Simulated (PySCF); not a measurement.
Species: C5H11BO3.
SMILES: `CC(C)OB1OCCO1`

Torsions of this conformer, `[CH3:1][CH:2]([CH3:3])[O:4][B:5]1[O:6][CH2:7][CH2:8][O:9]1`: C1–C2–O4–B5 154°, C2–O4–B5–O6 -2°.

The closed-shell ground state was solved at several levels (PySCF, density fitting, gas phase, non-relativistic). Geometry: PBE0-D3(BJ)/def2-SVP, one conformer, isolated molecule.

```tsv
level	basis functions	HOMO (eV)	LUMO (eV)	gap (eV)	dipole (D)
CAM-B3LYP/def2-SVPD	277	-9.39	0.87	10.26	2.18
PBE0/pcSseg-1	208	-7.89	1.25	9.14	2.26
```

What might KT2/pcSseg-1 (208 basis functions) give for the same quantities?

HOMO -6.46 eV, LUMO 0.28 eV, gap 6.74 eV, dipole 2.07 D.

Over all these levels, which gives the widest orbital gap and which the narrowest?

CAM-B3LYP/def2-SVPD (range-separated hybrid) has the widest, 10.26 eV, and KT2/pcSseg-1 (GGA) the narrowest, 6.74 eV. Functional and basis both differ between the two, so the spread mixes both effects.

How far do the dipole and the HOMO energy spread over the levels?

The dipole runs from 2.07 to 2.26 D (mean 2.17 D) and the HOMO from -9.39 to -6.46 eV.
